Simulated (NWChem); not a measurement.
System: AuPH4S; SMILES [PH3]->[Au][SH]

Here is an NWChem input.

```
start job
memory heap 200 mb stack 900 mb global 1100 mb
geometry units angstroms noautoz
  Au    -0.023989     0.028870    -0.206723
  S     -0.022516     2.329383    -0.417767
  H     -1.177132     2.510322     0.288259
  P      0.023279    -2.253121    -0.027564
  H     -1.031834    -2.880651     0.703628
  H      1.132437    -2.892856     0.610586
  H     -0.028178    -3.060333    -1.207637
end
basis spherical
  Au library def2-svp
  S library def2-svp
  H library def2-svp
  P library def2-svp
end
ecp
  Au library def2-ecp
end
dft
  xc b3lyp
  iterations 150
  mulliken
end
task dft energy
```

Output (shortened):

```
             Northwest Computational Chemistry Package (NWChem) 7.3.0
             --------------------------------------------------------

 C1  symmetry detected

                             Geometry "geometry" -> ""
                             -------------------------

 Output coordinates in angstroms (scale by  1.889725989 to convert to a.u.)

  No.       Tag          Charge          X              Y              Z
 ---- ---------------- ---------- -------------- -------------- --------------
    1 Au                  79.0000     0.00360715     0.03408124    -0.00004969
    2 S                   16.0000     0.05413074     2.34370223     0.00009222
    3 H                    1.0000    -1.30359480     2.48837808     0.00016773
    4 P                   15.0000     0.01079032    -2.25540856     0.00006764
    5 H                    1.0000    -1.25392549    -2.92028494     0.01157481
    6 H                    1.0000     0.63200322    -2.96388034     1.07658519
    7 H                    1.0000     0.61260591    -2.96473784    -1.08689202

 Effective nuclear repulsion energy (a.u.)     674.9906809533

                                 NWChem DFT Module
                                 -----------------

 Summary of "ao basis" -> "ao basis" (spherical)
 ------------------------------------------------------------------------------
       Tag                 Description            Shells   Functions and Types
 ---------------- ------------------------------  ------  ---------------------
 Au                         def2-svp                12       32   6s3p2d1f
 S                          def2-svp                 8       18   4s3p1d
 H                          def2-svp                 3        5   2s1p
 P                          def2-svp                 8       18   4s3p1d

            General Information
            -------------------
          SCF calculation type: DFT
          Wavefunction type:  closed shell.
          No. of atoms     :     7
          No. of electrons :    54
           Alpha electrons :    27
            Beta electrons :    27
          Charge           :     0
          Spin multiplicity:     1
          Use of symmetry is: off; symmetry adaption is: off
          Maximum number of iterations: 150
          AO basis - number of functions:    88
                     number of shells:    40
          Convergence on energy requested:  1.00D-06
          Convergence on density requested:  1.00D-05
          Convergence on gradient requested:  5.00D-04

              XC Information
              --------------
                         B3LYP Method XC Potential
                     Hartree-Fock (Exact) Exchange  0.200
                        Slater Exchange Functional  0.800 local
                    Becke 1988 Exchange Functional  0.720 non-local
              Lee-Yang-Parr Correlation Functional  0.810
                  VWN I RPA Correlation Functional  0.190 local

             Grid Information
             ----------------
          Grid used for XC integration:  medium
          Radial quadrature: Mura-Knowles
          Angular quadrature: Lebedev.
          Tag              B.-S. Rad. Rad. Pts. Rad. Cut. Ang. Pts.
          ---              ---------- --------- --------- ---------
          Au                  1.35      123          10.0       590
          S                   1.00       88          13.0       590
          H                   0.35       45          13.0       434
          P                   1.00       88          12.0       590
          Grid pruning is: on
          Number of quadrature shells:   479
          Spatial weights used:  Erf1

      Superposition of Atomic Density Guess
      -------------------------------------

 Sum of atomic energies:        -892.32618744

      Non-variational initial energy
      ------------------------------

 Total energy =    -875.259521
 1-e energy   =   -1670.960761
 2-e energy   =     589.493905
 HOMO         =      -0.297190
 LUMO         =       0.017516

     ---------------------------------------------
      Total Density - Mulliken Population Analysis
     ---------------------------------------------

    Atom       Charge   Shell Charges
 -----------   ------   -------------------------------------------------------
    1 Au  19    19.15   0.07 -0.48  1.81  0.61  0.81  0.34  5.58  0.48  0.09  8.71  1.11  0.01
    2 S   16    16.62   2.00  1.99  1.21  0.65  5.94  1.83  2.98  0.03
    3 H    1     0.80   0.58  0.19  0.03
    4 P   15    14.70   2.00  1.99  1.06  0.42  5.93  1.34  1.87  0.08
    5 H    1     0.91   0.63  0.27  0.02
    6 H    1     0.91   0.63  0.27  0.02
    7 H    1     0.91   0.63  0.27  0.02

   convergence    iter        energy       DeltaE   RMS-Dens  Diis-err
 ---------------- ----- ----------------- --------- --------- ---------
 d= 0,ls=0.0,diis     1   -877.4768678459 -1.08D+03  2.52D-02  6.28D-01
 d= 0,ls=0.0,diis     2   -877.2556349065  2.21D-01  1.74D-02  2.51D+00
 d= 0,ls=0.0,diis     3   -877.5819960368 -3.26D-01  2.07D-03  1.40D-02
 d= 0,ls=0.0,diis     4   -877.5830480034 -1.05D-03  1.23D-03  6.47D-03
 d= 0,ls=0.0,diis     5   -877.5839096583 -8.62D-04  3.47D-04  7.61D-04
  Resetting Diis
 d= 0,ls=0.0,diis     6   -877.5840154026 -1.06D-04  4.51D-05  2.04D-05
 d= 0,ls=0.0,diis     7   -877.5840173695 -1.97D-06  2.12D-05  1.59D-06
 d= 0,ls=0.0,diis     8   -877.5840173160  5.35D-08  1.25D-05  2.14D-06
 d= 0,ls=0.0,diis     9   -877.5840175255 -2.10D-07  2.26D-06  1.93D-08

         Total DFT energy =     -877.584017525549
      One electron energy =    -1673.600565992046
           Coulomb energy =      653.101429336875
    Exchange-Corr. energy =      -63.292216316909
 Nuclear repulsion energy =      206.207335446531

 Numeric. integr. density =       53.999987202544

                       DFT Final Molecular Orbital Analysis
                       ------------------------------------

 Vector   25  Occ=2.000000D+00  E=-3.003070D-01
              MO Center=  1.2D-01,  9.8D-02,  9.8D-06, r^2= 3.6D+00
   Bfn.  Coefficient  Atom+Function         Bfn.  Coefficient  Atom+Function
  ----- ------------  ---------------      ----- ------------  ---------------
    20      0.478466  1 Au d  2              18      0.306376  1 Au d  0
     3     -0.238185  1 Au s                 67      0.238829  4 P  py
     5      0.233248  1 Au s                 16     -0.216771  1 Au d -2
    59      0.193099  4 P  s                 64      0.151213  4 P  py
     2      0.149570  1 Au s                 43      0.148174  2 S  px

 Vector   26  Occ=2.000000D+00  E=-2.589456D-01
              MO Center=  6.7D-03,  1.4D+00,  5.7D-05, r^2= 3.3D+00
   Bfn.  Coefficient  Atom+Function         Bfn.  Coefficient  Atom+Function
  ----- ------------  ---------------      ----- ------------  ---------------
     5      0.445895  1 Au s                 44     -0.443923  2 S  py
     3     -0.322929  1 Au s                 41     -0.323056  2 S  py
     6      0.220516  1 Au s                 20      0.208792  1 Au d  2
     2      0.207551  1 Au s                 38     -0.186927  2 S  py
    59     -0.180187  4 P  s                 18      0.149942  1 Au d  0

 Vector   27  Occ=2.000000D+00  E=-2.079876D-01
              MO Center=  3.1D-02,  2.0D+00, -1.4D-05, r^2= 2.5D+00
   Bfn.  Coefficient  Atom+Function         Bfn.  Coefficient  Atom+Function
  ----- ------------  ---------------      ----- ------------  ---------------
    45      0.617277  2 S  pz                42      0.428473  2 S  pz
    17     -0.249295  1 Au d -1              39      0.244538  2 S  pz
    15      0.160101  1 Au pz                 9     -0.077394  1 Au pz
    85      0.076461  7 H  s                 80     -0.075720  6 H  s
    22     -0.055639  1 Au d -1              68      0.053523  4 P  pz

 Vector   28  Occ=0.000000D+00  E=-3.206186D-02
              MO Center= -5.8D-02, -1.2D+00,  7.6D-04, r^2= 5.8D+00
   Bfn.  Coefficient  Atom+Function         Bfn.  Coefficient  Atom+Function
  ----- ------------  ---------------      ----- ------------  ---------------
    66      0.668668  4 P  px                13      0.629424  1 Au px
    75      0.585343  5 H  s                 80     -0.417773  6 H  s
    85     -0.407730  7 H  s                 74      0.222852  5 H  s
    52      0.200956  3 H  s                 59      0.200725  4 P  s
     7     -0.177302  1 Au px                16      0.167170  1 Au d -2

 Vector   29  Occ=0.000000D+00  E=-2.400911D-02
              MO Center=  5.0D-02, -1.3D+00, -8.0D-04, r^2= 5.7D+00
   Bfn.  Coefficient  Atom+Function         Bfn.  Coefficient  Atom+Function
  ----- ------------  ---------------      ----- ------------  ---------------
    68      0.753025  4 P  pz                85      0.635402  7 H  s
    80     -0.625051  6 H  s                 15      0.547274  1 Au pz
    45     -0.237592  2 S  pz                17      0.222043  1 Au d -1
    84      0.215374  7 H  s                 79     -0.212693  6 H  s
    65      0.189417  4 P  pz                 9     -0.157564  1 Au pz

 Vector   30  Occ=0.000000D+00  E=-1.869321D-02
              MO Center=  1.8D-02, -1.6D+00, -2.0D-04, r^2= 7.3D+00
   Bfn.  Coefficient  Atom+Function         Bfn.  Coefficient  Atom+Function
  ----- ------------  ---------------      ----- ------------  ---------------
    59      1.735585  4 P  s                  6     -0.849415  1 Au s
    75     -0.774203  5 H  s                 80     -0.602696  6 H  s
    85     -0.599844  7 H  s                 14      0.442067  1 Au py
    58      0.429194  4 P  s                 44     -0.352670  2 S  py
    57      0.288519  4 P  s                 20      0.246036  1 Au d  2

     ---------------------------------------------
      Total Density - Mulliken Population Analysis
     ---------------------------------------------

    Atom       Charge   Shell Charges
 -----------   ------   -------------------------------------------------------
    1 Au  19    19.09   0.07 -0.49  1.89  0.55  0.80  0.34  5.64  0.43  0.19  8.28  1.40  0.01
    2 S   16    16.24   2.00  1.98  1.26  0.60  5.93  1.80  2.62  0.05
    3 H    1     0.94   0.71  0.20  0.03
    4 P   15    14.81   2.00  1.98  1.22  0.32  5.92  1.55  1.67  0.15
    5 H    1     0.97   0.73  0.23  0.02
    6 H    1     0.97   0.73  0.23  0.02
    7 H    1     0.97   0.73  0.23  0.02

     -------------------------------------------
      Total Density - Lowdin Population Analysis
     -------------------------------------------

    Atom       Charge   Shell Charges
 -----------   ------   -------------------------------------------------------
    1 Au  19    19.45   0.00  0.02  1.04  0.90  0.63  0.45  4.96  1.16  0.45  7.90  1.92  0.01
    2 S   16    16.01   2.00  1.95  0.98  0.67  5.81  1.89  2.66  0.06
    3 H    1     1.01   0.62  0.32  0.08
    4 P   15    14.45   2.00  1.94  0.80  0.43  5.81  1.53  1.74  0.21
    5 H    1     1.02   0.64  0.34  0.04
    6 H    1     1.03   0.64  0.35  0.04
    7 H    1     1.03   0.64  0.35  0.04

     Multipole analysis of the density
     ---------------------------------

     L   x y z        total         alpha         beta         nuclear
     -   - - -        -----         -----         ----         -------
     0   0 0 0      0.000000    -27.000000    -27.000000     54.000000

     1   1 0 0     -0.301078      0.053956      0.053956     -0.408991
     1   0 1 0     -2.454503      0.704875      0.704875     -3.864252
     1   0 0 1      0.000156     -0.002739     -0.002739      0.005635

     2   2 0 0    -36.989225    -25.806864    -25.806864     14.624503
     2   1 1 0     -1.853744      1.937597      1.937597     -5.728939
     2   1 0 1     -0.000207      0.000033      0.000033     -0.000273
     2   0 2 0    -35.160325   -368.448792   -368.448792    701.737259
     2   0 1 1     -0.001057      0.000840      0.000840     -0.002737
     2   0 0 2    -39.769738    -24.063915    -24.063915      8.358091
```

Level: B3LYP/def2-SVP with def2 effective core potentials on Au. All runs use the structure optimised with PBE-D3(BJ)/def2-SVP. def2 effective core potentials on Au; no spin-orbit coupling.
